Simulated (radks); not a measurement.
Problem. Valence configurations of Kr III (all share [Ar]). All-electron calculation, scalar-relativistic Kohn-Sham, r2SCAN, spin-polarised, spherical densities, finite nucleus; open shells are filled with parallel spins first; meta-GGA in the generalised Kohn-Sham scheme; Fermi nuclear charge, rms radius 4.1884 fm. Program: a radial shooting solver on a logarithmic mesh with Libxc functionals. Order these by energy: 3d9.5 4s1 4p5.5; 3d10 4s2 4p4; 3d10 4s1 4p5; 3d10 4p6; 3d9 4s2 4p5; 3d8.5 4s2 4p5.5; 3d9.5 4s2 4p4.5; 3d10 4s1.5 4p4.5; 3d8 4s2 4p6.

Solution. From the lowest, in eV above it: 3d10 4s2 4p4 0.000; 3d10 4s1.5 4p4.5 7.763; 3d10 4s1 4p5 15.465; 3d10 4p6 32.701; 3d9.5 4s2 4p4.5 40.318; 3d9.5 4s1 4p5.5 56.235; 3d9 4s2 4p5 83.088; 3d8.5 4s2 4p5.5 128.38; 3d8 4s2 4p6 176.24. NIST lists [Ar] 3d10 4s2 4p4 as the ground configuration; this level of theory agrees among the configurations tried. The energies are those of spherical high-spin densities, not of single terms.
